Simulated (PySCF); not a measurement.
BrCl2, doublet: computed properties

Method: UPBE0/[Br def2-TZVP, Cl def2-TZVP], no relativity, density fitting, PySCF.

The structure is a minimum.

```json
{"Point group": "C2v", "Bond lengths": "Br–Cl 2.272 Å (×2)", "Bond angles": "Cl–Br–Cl 148.7°", "Entropy at 298.15 K and 1 bar (electronic part: spin only)": "305.0 J/(mol K)", "Rotational constants": "1.212, 0.05036, 0.04835 cm⁻¹", "Lowest empty level (β)": "-5.72 eV", "Principal quadrupole moments (Buckingham, traceless) about the centre of mass": "-0.85, -0.52, 1.37 D Å", "Heat capacity Cp at 298.15 K": "55.5 J/(mol K)", "Atomisation energy without zero-point energy": "294 kJ/mol", "Dipole moment": "0.60 D", "Spin squared ⟨S²⟩": "0.764", "Principal polarisabilities": "28.5, 31.6, 117.8 bohr³", "Highest occupied level (β)": "-8.45 eV", "Zero-point energy": "4.1 kJ/mol", "Rotational symmetry number": "2", "Enthalpy at 298.15 K above 0 K": "14.06 kJ/mol"}
```

Harmonic modes (masses in u: Br 78.918, Cl 34.969):
```tsv
symmetry	ω (cm⁻¹)	IR (km/mol)	μ (u)	type
a1	115	0.9	45.12	bend
b2	252	100	46.70	stretch
a1	327	0.3	36.30	stretch
```

In C2v the vibrations span 2a1 + b2. Here b1 is antisymmetric to the molecular plane and b2 lies in it.

Charges (e):
| atom | Mulliken | Löwdin | polar tensor | spin (Mulliken) | Mayer order to Br1 |
| --- | --- | --- | --- | --- | --- |
| Br1 | 0.30 | 0.12 | 0.78 | 0.36 | – |
| Cl2,3 | -0.15 | -0.06 | -0.39 | 0.32 | 0.90 |

Mulliken populations on Br1: s 7.98, p 16.51, d 10.20, f 0.01.

Outer orbital energies (eV). α occupied: -13.81, -12.10, -11.43, -10.16, -9.93, -9.60, -8.62, -8.58; empty: -3.20, 4.73, 5.26, 5.62. β occupied: -20.89, -13.36, -11.26, -11.14, -9.79, -9.50, -9.47, -8.45; empty: -5.72, -2.77, 5.01, 5.49.

Only a few start shapes were tried, so a lower isomer may exist.

The final relaxation and frequency run took about 100 core-seconds on a shared host.
